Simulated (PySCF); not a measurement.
# Unknown compound

An unknown has the formula C$_{7}$H$_{10}$O$_{2}$Si. Its calculated NMR data are:

1H NMR (300 MHz, computed): δ 5.64 (br s, 1H), 2.06 (s, 3H), 1.97 (m, 1H), 1.67 (m, 1H), 0.92 (m, 1H), 0.41 (s, 3H).

13C{1H} NMR (computed): δ 179.8, 113.4, 78.9, 18.4, 9.7, 5.9, -4.3.

Computed data (PySCF 2.14): GFN2-xTB structure, shieldings: GIAO PBE0/pcSseg-1. A single conformation, non-relativistic Hamiltonian, fast rotation and ring inversion assumed for equivalent nuclei, gas phase.

Chemical shifts δ = σref − σ; 1H and 13C vs TMS, all at this level.

Q: Propose a structure and justify it.

A: 
1. The formula gives 4 degrees of unsaturation (1 ring in the answer).
2. 7 carbon signals for 7 carbons: no two carbons are equivalent.
3. Carbon types of the structure: 3 × C, 1 × CH, 1 × CH2, 2 × CH3, leaving 1 H on heteroatoms.
4. δC 179.8: carboxylic acid carbon; lone-pair donation from the attached heteroatom keeps it upfield of a ketone carbonyl.
5. δC 113.4, 78.9: alkyne carbon.
6. δC 18.4, 9.7: three-membered-ring carbon; carbons of three-membered rings are unusually shielded.
7. δC 5.9: propargylic methyl carbon; a saturated carbon with 1 carbon neighbour and no heteroatom attached.
8. δC -4.3: methyl carbon bonded to Si; an electropositive neighbour leaves it electron-rich and shielded.
9. δH 5.64: hydrogen on an acid hydroxyl oxygen; labile proton, position sensitive to the medium.
10. δH 0.41: hydrogen on a methyl carbon bonded to Si; an electropositive neighbour shields it, as in TMS itself.

These data were computed for `C(C)#C[Si@@]1(C)C[C@H]1C(=O)O`.

The shifts were computed for this structure.

Exchangeable OH/NH protons stand at their gas-phase positions; hydrogen bonding in a real sample shifts them, mostly to higher δ. Shifts are as computed. Against solution values, carbons near 30 ppm lie about +3 ppm off and those near 130 ppm about +5 ppm. Of 1309 compounds with measured shifts, 239 miss one by over three times the rms of a fit or turn the order of signals round; such compounds aren't used in these exercises. Hydrogen bonding in solution deshields acid and N–H amide carbonyl carbons by as much as 10 ppm beyond these values. No couplings were computed; multiplicities are counted from neighbouring protons, with m where these are inequivalent, close in shift, in a saturated or five-membered ring or joined by F or P, and br s for small geminal =CH2 splittings.
